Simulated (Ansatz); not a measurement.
C6H16Cl2N2Zr, SMILES `CC(C)[NH][Zr]([Cl])([Cl])[NH]C(C)C`, 27 atoms. Charge 0, multiplicity 1. Correlated methods include outer-core shells of Zr, which these sets cover unevenly. Zr takes the def2 core potential. Hardware: A = 11 threads of an AMD EPYC 7R13 on a shared host; B = 11 threads of an AMD EPYC 7R13 on a shared host and a whole NVIDIA H100 80 GB. Correlated methods freeze the cores.

Give the basis size and wall time and peak host memory of each of these runs in Ansatz. RKS ωB97M-V/def2-SVP energy [A]; RHF-CCSD(T)/def2-TZVPP energy [B]; RKS PBE0-D4/def2-SVP energy [A]; direct RPA on PBE orbitals/def2-TZVPP energy [B]; RHF-MP2/def2-QZVPP energy [B]; RKS PBE0-D4/def2-QZVPP energy [B]; RKS B97M-V/def2-TZVPP energy [B]; RKS BHLYP-D4/def2-TZVPP energy [B]; RKS ωB97M-V/def2-TZVPP energy and forces [B]; RKS revPBE-D4/def2-TZVPP energy [B]; RKS ωB97M-V/def2-QZVPP energy [B]; RHF-CCSD(T)/def2-SVP energy [B]. (An estimate is asked.)

Ansatz gave: Other jobs shared the machine, so times are rough.

```tsv
level	job	functions	wall time	peak host memory (GiB)
RKS PBE0-D4/def2-SVP	energy [A]	259	5.5 s	2
RKS BHLYP-D4/def2-TZVPP	energy [B]	612	7 s	2
RKS PBE0-D4/def2-QZVPP	energy [B]	1157	9 s	2
RKS ωB97M-V/def2-QZVPP	energy [B]	1157	11 s	2
direct RPA on PBE orbitals/def2-TZVPP	energy [B]	612	12 s	3.9
RKS ωB97M-V/def2-SVP	energy [A]	259	13 s	2.2
RKS B97M-V/def2-TZVPP	energy [B]	612	13 s	1.4
RKS revPBE-D4/def2-TZVPP	energy [B]	612	14 s	1.2
RHF-MP2/def2-QZVPP	energy [B]	1157	15 s	2
RHF-CCSD(T)/def2-SVP	energy [B]	259	17 s	2
RKS ωB97M-V/def2-TZVPP	energy and forces [B]	612	17 s	2
RHF-CCSD(T)/def2-TZVPP	energy [B]	612	110 s	3.6
```
